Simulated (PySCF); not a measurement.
La²⁺: excitation energy

La²⁺ [Xe] 5d1 (2D) → La²⁺ [Xe] 6p1 (2P), as a difference of total energies. Computed with PySCF 2.14 in x2c-TZVPPall (11s7p7d3f1g, 97 functions), with scalar relativity by spin-free X2C-1e. Correlated levels: valence: [Kr] 4d10 frozen; valence and next inner shell: [Ar] 3d10 frozen. The calculations carry no spin-orbit coupling.

```csv
method,excitation energy (eV)
UHF,4.998
LDA,5.095
PBE,5.126
PBE0,5.231
r2SCAN,5.279
MP2 (valence),5.073
SCS-MP2 (valence),5.094
MP2 (valence and next inner shell),4.928
SCS-MP2 (valence and next inner shell),4.976
```

Q: How much does correlation contribute at MP2 (valence and next inner shell)?

A: 4.928 − (4.998) = -0.070 eV, measured against UHF.

A first-order spin-orbit estimate (lowest level to lowest level, LS coupling) adds -0.062 eV.

The basis was made for the ground configuration and has no added diffuse functions, so the excitation energy can come out too high.
